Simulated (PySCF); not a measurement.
Mapped SMILES: `[CH3:1][C:2](=[O:3])/[CH:4]=[C:5](/[Cl:6])[CH2:7][Cl:8]`. Hydrogens are named by the atom that carries them.

Geometry: GFN2-xTB; GIAO absolute shieldings from PySCF, gas phase, non-relativistic, averaged over equivalent atoms.

At WP04/STO-3G (54 basis functions, 6.3 s wall time on 1 thread of an Arm Neoverse V1, shared host):
| atoms | σ (ppm) |
| --- | --- |
| C2 | 100.9 |
| C5 | 106.2 |
| C4 | 124.1 |
| C7 | 182.0 |
| C1 | 199.1 |
| O3 | -214.3 |
| Cl6 | 881.2 |
| Cl8 | 938.8 |
| H(C4) | 26.28 |
| H(C7) | 28.72 |
| H(C1) | 30.39 |

What do these become at PBE0/pcSseg-1?

Results:


```json
{"atoms": "C2", "σ at PBE0/pcSseg-1": "-12.6", "change": "-113.5"}
{"atoms": "C5", "σ at PBE0/pcSseg-1": "17.9", "change": "-88.3"}
{"atoms": "C4", "σ at PBE0/pcSseg-1": "54.7", "change": "-69.4"}
{"atoms": "C7", "σ at PBE0/pcSseg-1": "137.9", "change": "-44.1"}
{"atoms": "C1", "σ at PBE0/pcSseg-1": "151.3", "change": "-47.8"}
{"atoms": "O3", "σ at PBE0/pcSseg-1": "-302.9", "change": "-88.6"}
{"atoms": "Cl6", "σ at PBE0/pcSseg-1": "650.7", "change": "-230.5"}
{"atoms": "Cl8", "σ at PBE0/pcSseg-1": "815.9", "change": "-122.9"}
{"atoms": "H(C4)", "σ at PBE0/pcSseg-1": "25.20", "change": "-1.08"}
{"atoms": "H(C7)", "σ at PBE0/pcSseg-1": "26.38", "change": "-2.34"}
{"atoms": "H(C1)", "σ at PBE0/pcSseg-1": "29.38", "change": "-1.01"}
```

The largest change is at Cl6 (chlorine bonded to C). Cost: 180 basis functions, 24 s wall time on 1 thread of an Arm Neoverse V1, shared host. The order of the carbon signals is the same at both levels.

Carbons that carry Cl, above all several Cl atoms, come out too deshielded, partly because spin–orbit coupling is missing.
